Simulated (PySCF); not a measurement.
**As (arsenic, neutral) across methods**

[Ar] 3d10 4s2 4p3, high-spin 4S determinant. Calculation: PySCF 2.14, in aug-cc-pVQZ-PP with one added diffuse shell each of s, p, d, f, g type with ECP10MDF (8s7p6d4f3g, 114 functions); scalar relativity through the core potential.

```json
{"method": "PBEsol", "E (hartree)": "-332.0794", "mean ε 4s α (eV)": "-15.191", "mean ε 4s β (eV)": "-12.879", "mean ε 4p α (eV)": "-5.888", "Σ⟨r²⟩ (bohr²)": "40.27", "⟨S²⟩": "3.751"}
{"method": "M06", "E (hartree)": "-332.5008", "mean ε 4s α (eV)": "-16.873", "mean ε 4s β (eV)": "-14.442", "mean ε 4p α (eV)": "-6.797", "Σ⟨r²⟩ (bohr²)": "39.75", "⟨S²⟩": "3.750"}
{"method": "BLYP", "E (hartree)": "-332.3821", "mean ε 4s α (eV)": "-14.936", "mean ε 4s β (eV)": "-13.089", "mean ε 4p α (eV)": "-5.579", "Σ⟨r²⟩ (bohr²)": "40.56", "⟨S²⟩": "3.750"}
{"method": "PBE0", "E (hartree)": "-332.3862", "mean ε 4s α (eV)": "-17.225", "mean ε 4s β (eV)": "-13.876", "mean ε 4p α (eV)": "-7.079", "Σ⟨r²⟩ (bohr²)": "40.07", "⟨S²⟩": "3.751"}
{"method": "LDA", "E (hartree)": "-331.9064", "mean ε 4s α (eV)": "-15.344", "mean ε 4s β (eV)": "-13.326", "mean ε 4p α (eV)": "-5.936", "Σ⟨r²⟩ (bohr²)": "40.32", "⟨S²⟩": "3.750"}
{"method": "PBE", "E (hartree)": "-332.4165", "mean ε 4s α (eV)": "-15.175", "mean ε 4s β (eV)": "-12.880", "mean ε 4p α (eV)": "-5.902", "Σ⟨r²⟩ (bohr²)": "40.40", "⟨S²⟩": "3.751"}
{"method": "UHF", "E (hartree)": "-331.21117", "mean ε 4s α (eV)": "-22.650", "mean ε 4s β (eV)": "-15.608", "mean ε 4p α (eV)": "-10.042", "Σ⟨r²⟩ (bohr²)": "40.22", "⟨S²⟩": "3.751"}
{"method": "r2SCAN", "E (hartree)": "-332.3033", "mean ε 4s α (eV)": "-16.024", "mean ε 4s β (eV)": "-12.931", "mean ε 4p α (eV)": "-6.297", "Σ⟨r²⟩ (bohr²)": "39.77", "⟨S²⟩": "3.751"}
```

Energies and moments cover only the electrons outside the core potential.
